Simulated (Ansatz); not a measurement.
Geometry optimisation, DFT PBE, scalar-relativistic, plane waves, PAW in Ansatz.

The input (input.yaml):

```yaml
crystal:
  lattice:
    - [0.0, 5.43, 5.43]
    - [5.43, 0.0, 5.43]
    - [5.43, 5.43, 0.0]
  atoms:
    - { symbol: Si, position: [0.0, 0.0, 0.0] }
    - { symbol: Si, position: [0.125, 0.125, 0.125] }
    - { symbol: Si, position: [0.0, 0.0, 0.5] }
    - { symbol: Si, position: [0.125, 0.125, 0.625] }
    - { symbol: Si, position: [0.0, 0.5, 0.0] }
    - { symbol: Si, position: [0.125, 0.625, 0.125] }
    - { symbol: Si, position: [0.0, 0.5, 0.5] }
    - { symbol: Si, position: [0.125, 0.625, 0.625] }
    - { symbol: Si, position: [0.5, 0.0, 0.0] }
    - { symbol: Si, position: [0.625, 0.125, 0.125] }
    - { symbol: Si, position: [0.5, 0.0, 0.5] }
    - { symbol: Si, position: [0.625, 0.125, 0.625] }
    - { symbol: Si, position: [0.5, 0.5, 0.0] }
    - { symbol: Si, position: [0.625, 0.625, 0.125] }
    - { symbol: Si, position: [0.5, 0.5, 0.5] }
    - { symbol: Si, position: [0.625, 0.625, 0.625] }
    - { symbol: Cu, position: [0.3801562, 0.3772622, 0.8692097], spin: 1.0 }
magnetization:
  spin_polarized: true
basis:
  ecutwfc: 420.0
kpoints:
  mp_grid: { grid: [2, 2, 2] }
hamiltonian:
  xc: pbe
  pseudopotentials: { kind: paw, azcp: { folder: soft_1 } }
scf:
  occupations: { method: gaussian, width: 0.05 }
  lower_state_search: "off"
relax:
  f_tol: 0.03
  max_steps: 60
  adjacent_minimum: "off"
```

Command:

```bash
$ ansatz run input.yaml --threads 2 --pin off --max-ram 5120MiB --backend cpu --events-out ev --progress --plain --runs-dir out
```

**Question.** Where does it end, and by what steps?

**Answer.** The forces met the threshold. Limits of this set-up: coarse k mesh. After 3 steps the energy has fallen by 0.057 eV; Si15 moved furthest, 0.04 Å.

| step | energy less start (eV) | largest force component (eV/Å) | accepted |
| --- | --- | --- | --- |
| 0 | 0.0000 | 0.518 | yes |
| 1 | -0.0503 | 0.187 | yes |
| 2 | -0.0569 | 0.048 | yes |
| 3 | -0.0575 | 0.005 | yes |

```xyz
17
Lattice="0.0000 5.4300 5.4300 5.4300 0.0000 5.4300 5.4300 5.4300 0.0000" Properties=species:S:1:pos:R:3
Si -0.001 -0.001 0.000
Si 1.357 1.359 1.348
Si 2.717 2.716 0.001
Si 4.074 4.072 1.355
Si 2.730 -0.015 2.701
Si 4.081 1.360 4.074
Si 5.428 2.717 2.713
Si 6.784 4.063 4.075
Si -0.019 2.733 2.697
Si 1.360 4.081 4.073
Si 2.718 5.426 2.712
Si 4.064 6.784 4.074
Si 2.736 2.736 5.453
Si 4.067 4.073 6.798
Si 5.405 5.405 5.456
Si 6.787 6.786 6.797
Cu 6.780 6.789 4.087
```

Time of the run: 97 s on 2 threads of AMD EPYC (Zen 3) (shared host), peak memory 0.77 GiB.
